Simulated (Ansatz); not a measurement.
Input for Ansatz (an electronic-structure program): U-CCSD(T)/cc-pV(D+d)Z on FHSi (SMILES F[SiH]), a point of a bond scan (R = 1.538 Å). Files ending in .json are basis or fitting sets from the Basis Set Exchange.

Ansatz 0.2 input:
```yaml
crystal:
  periodic: [false, false, false]
  atoms:
    - {symbol: Si, position_ang: [-0.20727404, -0.34538525, 0.44957300]}
    - {symbol: H, position_ang: [-1.00310898, -1.19489806, -0.55576776]}
    - {symbol: F, position_ang: [0.43388284, 0.67003240, -0.63758381]}
basis:
  gaussian:
    orbitals: cc-pV_D+d_Z.json
correlation: {method: ccsd_t, electrons: outside_noble_gas}
scf: {omitted_lower_state_checks: [cluster_reference]}
magnetization: {spin_polarized: true, initial_magnetization: 0}
```

It printed:

```
WARN ansatz: RAYON_NUM_THREADS=1 ignored (pool sized by the plan → 1); use --threads N
Functional definition: HF
these checks for a lower state are left out or cut short: cluster_reference
integrals: 0.02 GiB planned
430 factors; integrals over basis functions are off by at most 1.0e-3 eV
mean field: 0.08 GiB planned
mean field evaluation 1: about -10582.7512 eV, gradient 1.7e1 eV
mean field evaluation 2: about -10582.7693 eV, gradient 1.7e1 eV
mean field evaluation 4: about -10583.9795 eV, gradient 9.9e-1 eV
mean field evaluation 8: about -10583.9941 eV, gradient 1.0e-3 eV
mean field evaluation 16: about -10584.0242 eV, gradient 2.6e-2 eV
mean field evaluation 32: about -10584.0062 eV, gradient 4.0e-1 eV
mean field -10584.02420440 eV, -388.9557154023 hartree, gradient 7.6e-6 eV, S^2 0.220060; 4 other end points of the search recorded, 0 dependent functions left out
6 core orbitals not correlated
reference -10584.02420440 eV, -388.9557154023 hartree; 6, 6 occupied and 30, 30 virtual orbitals, 430 factors
second order -7.18295641 eV of doubles, -0.00000000 eV of singles
coupled cluster: 0.08 GiB planned
cycle   1  -7.40738944 eV  change   -2.2e-1 eV  update   8.8e-2
cycle   2  -7.66429253 eV  change   -2.6e-1 eV  update   4.3e-2
cycle   3  -7.79188834 eV  change   -1.3e-1 eV  update   3.5e-2
cycle   4  -7.83404194 eV  change   -4.2e-2 eV  update   2.5e-2
cycle   5  -7.87612813 eV  change   -4.2e-2 eV  update   1.5e-2
cycle   6  -7.89740644 eV  change   -2.1e-2 eV  update   7.5e-3
cycle   7  -7.89783704 eV  change   -4.3e-4 eV  update   2.7e-3
cycle   8  -7.89911292 eV  change   -1.3e-3 eV  update   1.0e-3
cycle   9  -7.89932055 eV  change   -2.1e-4 eV  update   4.5e-4
cycle  10  -7.89896401 eV  change    3.6e-4 eV  update   1.6e-4
cycle  11  -7.89903377 eV  change   -7.0e-5 eV  update   5.7e-5
cycle  12  -7.89905779 eV  change   -2.4e-5 eV  update   2.0e-5
cycle  13  -7.89905764 eV  change    1.4e-7 eV  update   7.1e-6
coupled cluster: 0.08 GiB planned
perturbative correction -0.15360010 eV, -0.0056446996 hartree
Total energy: -10592.07686214 eV, -389.2516451161 hartree
Checks for a lower state left out: cluster_reference
```

The calculation finished and met its thresholds. Its determinant has ⟨S²⟩ = 0.22, a mixture of spin states.

Cost: very roughly 0.5 core-seconds.
